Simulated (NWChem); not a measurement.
Species: VSCl₃; SMILES [Cl][V](=[S])([Cl])[Cl]

Computed with NWChem. Pople sets run with spherical d functions. Geometry: optimised at B3LYP/6-31G* (spherical d). Total energies compare along this basis series because the functional is fixed.

| level | basis functions | energy (Ha) | highest occupied level (eV) | orbital gap (eV) | dipole (D) |
|---|---|---|---|---|---|
| Hartree-Fock/STO-3G | 54 | -2690.3002 | -9.16 | 12.20 | 1.73 |
| Hartree-Fock/3-21G | 79 | -2705.7487 | [?] | [?] | [?] |
| Hartree-Fock/6-31G* | 106 | -2718.7642 | -11.68 | 10.62 | 1.24 |

Some entries are withheld; supply them.


- Hartree-Fock/3-21G, highest occupied level (eV): -12.27
- Hartree-Fock/3-21G, orbital gap (eV): 10.13
- Hartree-Fock/3-21G, dipole (D): 1.36
